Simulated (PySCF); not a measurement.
PySCF job for C7H9O, SMILES Cc1ccc(cc1)[OH2+], charge +1, C-PCM-ωB97X/def2-SVP. The structure is a stationary point at PBE0-D3(BJ)/def2-SVP. The isomer is the one that the SMILES or the coordinates give; other isomers of the formula were not compared.

```python
import numpy as np
from pyscf import gto, scf, dft
from pyscf.solvent import pcm

mol = gto.M(
    atom='''
    C     2.90111597    0.13060767    0.36458474
    C     1.41606057    0.07478697    0.19011864
    C     0.74580815    1.05614260   -0.55601654
    C    -0.63208568    1.00647980   -0.75277646
    C    -1.30088063   -0.05396924   -0.17560177
    O    -2.75781558   -0.09306257   -0.38658869
    C    -0.71172418   -1.05457400    0.57372333
    C     0.66723824   -0.97253864    0.74943028
    H     3.22195769   -0.38728035    1.27820111
    H     3.26355805    1.16690596    0.40311700
    H     3.40080976   -0.36037411   -0.48690421
    H     1.31079468    1.88222005   -0.99378297
    H    -1.15856885    1.76782661   -1.33103635
    H    -3.29522313    0.02076363    0.42169146
    H    -3.07813790   -0.85156113   -0.91297469
    H    -1.28592264   -1.87311960    1.01484386
    H     1.17006230   -1.74249175    1.33878123
    ''',
    basis='def2-SVP',
    charge=1,
    spin=0,
    max_memory=1600,
    verbose=3,
)
mf = dft.RKS(mol, xc='wb97x').density_fit(auxbasis='def2-universal-jkfit')
mf.grids.level = 3
mf.conv_tol = 1e-9
mf.max_cycle = 100
mf.kernel()
res = {}
for name, eps in {'water': 78.355, 'chloroform': 4.7113, 'ethanol': 24.852}.items():
    s = mf.PCM()
    s.with_solvent.method, s.with_solvent.eps, s.with_solvent.lebedev_order = 'C-PCM', eps, 17
    s.kernel(mf.make_rdm1())
    res[name] = (s.e_tot, eps, s.dip_moment(), s.mo_energy, s.converged)
    print(f'{name}: electrostatic solvation free energy {(s.e_tot - mf.e_tot) * 627.509474:.3f} kcal/mol')
```

Output:

```
converged SCF energy = -346.744513201675

WARN: PCM is an experimental feature. It is still in testing.
Features and APIs may be changed in the future.

converged SCF energy = -346.848758231174

WARN: System has nonzero charge 1; the dipole moment is origin-dependent.
Location of origin: [0. 0. 0.]

Dipole moment(X, Y, Z, Debye): -9.90617, -1.82738, -0.49930
water: electrostatic solvation free energy -65.415 kcal/mol

WARN: PCM is an experimental feature. It is still in testing.
Features and APIs may be changed in the future.

converged SCF energy = -346.826880753291

WARN: System has nonzero charge 1; the dipole moment is origin-dependent.
Location of origin: [0. 0. 0.]

Dipole moment(X, Y, Z, Debye): -9.34851, -1.71794, -0.47949
chloroform: electrostatic solvation free energy -51.686 kcal/mol

WARN: PCM is an experimental feature. It is still in testing.
Features and APIs may be changed in the future.

converged SCF energy = -346.845714296714

WARN: System has nonzero charge 1; the dipole moment is origin-dependent.
Location of origin: [0. 0. 0.]

Dipole moment(X, Y, Z, Debye): -9.82530, -1.81135, -0.49653
ethanol: electrostatic solvation free energy -63.505 kcal/mol
```

The calculation finished and met its thresholds.
